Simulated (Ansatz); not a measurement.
Species: SnBr, net charge 0, doublet state. SMILES: [Sn][Br]
Geometry from a B3LYP-D3(BJ)/def2-TZVP (Ansatz, a first-principles code) optimisation:
```xyz
2

Sn     0.0000     0.0000    -1.0486
Br     0.0000     0.0000     1.4979
```
Charge 0, spin multiplicity 2.

Property: vertical ionisation energy (to the singlet state of charge +1; each state is the SCF solution reached for its spin), in eV. Cores are frozen in the correlated levels unless marked. UHF or UKS for open shells. Spin-orbit coupling is left out. The frozen core is the preceding noble-gas configuration, with the filled d and f shells of earlier blocks. Past Kr the def2 sets carry scalar-relativistic core potentials. CBS(X,Y): correlation extrapolated as X^-3; Hartree-Fock from the larger set.

```tsv
level	program	vertical ionisation energy (eV)
SVWN5/def2-TZVPD	Ansatz	7.07
```

Question: Estimate the value at CCSD(T)/CBS(def2-TZVPPD,def2-QZVPPD) as computed with Ansatz.

Answer: 7.06 eV
